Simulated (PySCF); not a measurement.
Compound: C7H12BN.
Geometry (PBE0-D3(BJ)/def2-SVP, Å), atoms numbered from 1 in this order:
```
atom  x, y, z in Å
B1    -3.4190    0.4099   -0.3558
N2    -1.8284    0.2744   -0.2441
C3    -1.0830    1.3288    0.1141
C4     0.2997    1.2697    0.1691
C5     0.9639    0.0807   -0.1510
C6     2.4563   -0.0389   -0.0482
C7     2.9011   -0.5240    1.3305
C8     0.1649   -1.0073   -0.5168
C9    -1.2142   -0.8759   -0.5505
H10   -3.6352    0.8485   -1.4831
H11   -3.7621    1.2003    0.5147
H12   -3.8772   -0.7153   -0.2042
H13   -1.6432    2.2330    0.3573
H14    0.8596    2.1596    0.4647
H15    2.9142    0.9395   -0.2634
H16    2.8180   -0.7350   -0.8215
H17    2.5734    0.1692    2.1200
H18    3.9970   -0.6049    1.3817
H19    2.4759   -1.5129    1.5600
H20    0.6146   -1.9674   -0.7790
H21   -1.8770   -1.6969   -0.8283
```

Computed, not measured: PBE0-D3(BJ)/def2-SVP geometry optimisation, gas phase (PySCF).

Take the most abundant isotopes and a rigid rotor. The values belong to one conformer with, in the numbering `[BH3-:1][n+:2]1[cH:3][cH:4][c:5]([CH2:6][CH3:7])[cH:8][cH:9]1`, C4–C5–C6–C7 90°.

Question: Give the principal moments of inertia and the rotational constants in MHz.

Answer: Ia = 113.49, Ib = 534.60, Ic = 599.45 u·Å²; 505379 MHz·u·Å²/I gives A = 4453, B = 945.3, C = 843.1 MHz.

Question: What kind of rotor is it?

Answer: A near-prolate asymmetric top; Ray's κ = -0.943.

Question: Is it planar, by Δ = Ic − Ia − Ib?

Answer: Not planar: Δ = Ic − Ia − Ib = -48.64 u·Å². For a rigid frame Δ = −2 Σ m c², so Σ m c² = 24.32 u·Å² lies off the ab plane: 9.48 from hydrogen and 14.84 from heavier atoms. The atom farthest from that plane is 1.45 Å away.

Question: Give the other two planar moments, Paa and Pbb, and the rms extents of the mass along the axes.

Answer: Paa = Σ m a² = (Ib + Ic − Ia)/2 = 510.28 and Pbb = Σ m b² = (Ia + Ic − Ib)/2 = 89.16 u·Å². With the mass M = 121.11 u, the rms extents √(P/M) along a, b and c are 2.05, 0.86, 0.45 Å.

Question: List the rotational levels J(Ka,Kc) to J = 3 (MHz).

Answer: Above 0(0,0):
J = 1: 1(0,1) 1788, 1(1,1) 5296, 1(1,0) 5399
J = 2: 2(0,2) 5363, 2(1,2) 8771, 2(1,1) 9078, 2(2,1) 19601, 2(2,0) 19604
J = 3: 3(0,3) 10719, 3(1,3) 13981, 3(1,2) 14595, 3(2,2) 24967, 3(2,1) 24978, 3(3,1) 42763, 3(3,0) 42763

Question: Which types of transition are allowed, and where do some lines up to J = 4 fall?

Answer: The dipole components are |μa| = 7.50 D, |μb| = 0.04 D, |μc| = 0.82 D. The squared components, which scale the intensities, stand as 1.00 : 0.00 : 0.01 (a : b : c). Some lines, for components of 0.1 D or more:

```tsv
type	branch	J(Ka,Kc)	MHz	lower level (cm⁻¹)
a	Q	3(1,2) ← 3(1,3)	614	0.466
a	R	1(0,1) ← 0(0,0)	1788	0.000
c	Q	4(1,4) ← 4(0,4)	3075	0.595
c	Q	3(1,3) ← 3(0,3)	3262	0.358
c	Q	2(1,2) ← 2(0,2)	3408	0.179
a	R	2(1,2) ← 1(1,1)	3475	0.177
c	Q	1(1,1) ← 1(0,1)	3508	0.060
a	R	2(1,1) ← 1(1,0)	3679	0.180
a	R	3(0,3) ← 2(0,2)	5356	0.179
a	R	3(2,1) ← 2(2,0)	5374	0.654
a	R	4(1,4) ← 3(1,3)	6945	0.466
a	R	4(0,4) ← 3(0,3)	7132	0.358
a	R	4(2,3) ← 3(2,2)	7152	0.833
a	R	4(3,2) ← 3(3,1)	7158	1.426
a	R	4(3,1) ← 3(3,0)	7158	1.426
a	R	4(2,2) ← 3(2,1)	7174	0.833
c	R	2(1,1) ← 1(0,1)	7289	0.060
a	R	4(1,3) ← 3(1,2)	7354	0.487
c	Q	4(2,3) ← 4(1,3)	10170	0.732
c	Q	3(2,2) ← 3(1,2)	10372	0.487
c	Q	2(2,1) ← 2(1,1)	10524	0.303
c	R	3(2,1) ← 2(1,1)	15900	0.303
c	Q	4(3,2) ← 4(2,2)	17770	1.072
c	Q	3(3,1) ← 3(2,1)	17785	0.833
c	R	4(3,1) ← 3(2,1)	24944	0.833
c	R	4(3,2) ← 3(2,2)	24954	0.833
c	R	4(4,0) ← 3(3,0)	32067	1.426
```

PBE0-D3(BJ)/def2-SVP frequencies: not computed here. Zero-point vibration and centrifugal distortion are left out. A rigid rotor knows nothing of internal rotation, which can split or shift real lines. Quadrupole hyperfine structure (11B, 14N) is left out.
